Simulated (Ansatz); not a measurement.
Consider the redistribution: `C[S][Ge][S]C` + `O[SiH](Cl)Cl` → `C[S][Ge][OH]` + `CS[SiH](Cl)Cl`.

Isolated molecules relaxed with PBE0-D4/def2-TZVP in Ansatz; ΔE leaves out vibrations. CBS: MP2 limit from def2 TZ/QZ plus the TZ coupled-cluster correction, frozen cores. This one scheme is used for every species. DFT in def2-TZVPP. B3LYP here is the variant with VWN-RPA as its local correlation; programs differ in this. For Ge outer-core shells are correlated without core-valence functions, which leaves a few kJ/mol of doubt a bond. Scalar relativity is left out up to krypton. One conformer a species, not always the lowest.

`C[S][Ge][S]C`:

```xyz
11

C    -0.647    1.893   -1.456
S    -1.497    2.062    0.133
Ge   -0.928    0.368    1.457
S     0.452   -0.696    0.078
C     0.939   -2.095    1.127
H     0.434    1.918   -1.319
H    -0.954    2.736   -2.074
H    -0.929    0.962   -1.947
H     0.457   -2.045    2.105
H     0.652   -3.024    0.636
H     2.020   -2.078    1.261
```

`O[SiH](Cl)Cl`:

Z-matrix (Å, degrees):
```
Si
Cl 1 2.042
Cl 1 2.041 2 107.4
O 1 1.621 2 111.2 3 -121.9
H 1 1.467 2 109.8 3 119.4
H 4 0.959 1 119.4 2 59.9
```

`C[S][Ge][OH]`:

Z-matrix (Å, degrees):
```
C
S 1 1.814
H 1 1.089 2 109.2
H 1 1.089 2 109.2 3 119.5
H 1 1.092 2 111.2 3 -120.2
Ge 2 2.238 1 100.3 3 120.3
O 6 1.785 2 98.5 1 -180.0
H 7 0.962 6 116.6 2 0.0
```

`CS[SiH](Cl)Cl`:

Z-matrix (Å, degrees):
```
C
S 1 1.817
H 1 1.089 2 106.2
H 1 1.089 2 110.7 3 118.6
H 1 1.089 2 110.7 3 -118.6
Si 2 2.099 1 100.1 3 179.9
Cl 6 2.048 2 111.8 1 59.6
Cl 6 2.048 2 111.8 1 -59.7
H 6 1.473 2 108.1 1 180.0
```

| level | ΔE (kJ/mol) | difference from CCSD(T)/CBS |
| --- | --- | --- |
| PBE-D4 | 60.7 | -6.4 |
| r2SCAN-D4 | 67.8 | 0.7 |
| PBE0-D4 | 64.5 | -2.6 |
| B3LYP-D4 | 66.4 | -0.7 |
| ωB97X-V | 58.2 | -8.9 |
| ωB97M-V | 61.6 | -5.5 |
| B2PLYP | 66.8 | -0.3 |
| PBE | 61.0 | -6.1 |
| r2SCAN | 68.0 | 0.9 |
| PBE0 | 64.9 | -2.2 |
| B3LYP | 66.8 | -0.3 |
| HF/def2-TZVPP | 71.1 | 4.0 |
| MP2/def2-TZVPP | 67.2 | 0.1 |
| SCS-MP2/def2-TZVPP | 65.3 | -1.8 |
| CCSD/def2-TZVPP | 67.0 | -0.1 |
| CCSD(T)/def2-TZVPP | 67.1 | 0.0 |
| HF/def2-QZVPP | 71.2 | 4.1 |
| MP2/def2-QZVPP | 67.3 | 0.2 |
| SCS-MP2/def2-QZVPP | 65.3 | -1.8 |
| HF/CBS(def2) | 71.2 | 4.1 |
| MP2/CBS(def2) | 67.3 | 0.2 |
| CCSD/CBS(def2) | 67.0 | -0.1 |
| CCSD(T)/CBS | 67.1 | 0 |

Largest T1 diagnostic among the species: 0.014.

From PBE to PBE0 (25 % exact exchange), in def2-TZVPP and without D4, ΔE moves by +3.9 kJ/mol. In def2-TZVPP, CCSD(T) changes the Hartree–Fock value by −4.1 kJ/mol (the triples alone add +0.1 kJ/mol) and MP2 by −3.9 kJ/mol.
